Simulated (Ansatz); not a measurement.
CH5FGeO2 (`[OH][GeH]([OH])[CH2]F`), relaxed with RKS PBE-D4/def2-SVP in Ansatz 0.2.0 from a rough embedded geometry. The force threshold is 0.03 eV/Å; the program also tests the step.

Charge 0, multiplicity 1.

Start:

```xyz
10

O    -1.385   -1.162    0.677
Ge   -0.442    0.263    0.295
O     0.590    0.722    1.701
C     0.642   -0.055   -1.289
F     1.411    1.080   -1.568
H    -0.671   -1.906    0.913
H    -1.461    1.413   -0.057
H    -0.123    0.911    2.390
H     1.378   -0.895   -0.970
H     0.060   -0.369   -2.092
```

```json
{"step": "1", "energy (eV)": "-64417.9451", "largest force (eV/Å)": "4.129", "largest move (Å)": "0.000"}
{"step": "2", "energy (eV)": "-64418.3420", "largest force (eV/Å)": "1.035", "largest move (Å)": "0.143"}
{"step": "3", "energy (eV)": "-64418.3973", "largest force (eV/Å)": "0.387", "largest move (Å)": "0.090"}
{"step": "4", "energy (eV)": "-64418.4162", "largest force (eV/Å)": "0.201", "largest move (Å)": "0.045"}
{"step": "5", "energy (eV)": "-64418.4230", "largest force (eV/Å)": "0.076", "largest move (Å)": "0.086"}
{"step": "6", "energy (eV)": "-64418.4245", "largest force (eV/Å)": "0.025", "largest move (Å)": "0.046"}
{"step": "7", "energy (eV)": "-64418.4253", "largest force (eV/Å)": "0.071", "largest move (Å)": "0.061"}
{"step": "8", "energy (eV)": "-64418.4255", "largest force (eV/Å)": "0.030", "largest move (Å)": "0.009"}
{"step": "9", "energy (eV)": "-64418.4256", "largest force (eV/Å)": "0.005", "largest move (Å)": "0.013"}
```

End:

```xyz
10

O    -1.526   -1.165    0.614
Ge   -0.490    0.270    0.271
O     0.608    0.582    1.661
C     0.747   -0.046   -1.242
F     1.189    1.177   -1.729
H    -0.983   -1.918    0.916
H    -1.505    1.415    0.031
H     0.118    0.941    2.424
H     1.616   -0.649   -0.896
H     0.226   -0.607   -2.050
```

It took 13 s on 4 threads of an Arm Neoverse V1 on a shared host, with 0.16 GiB of host memory at the peak.
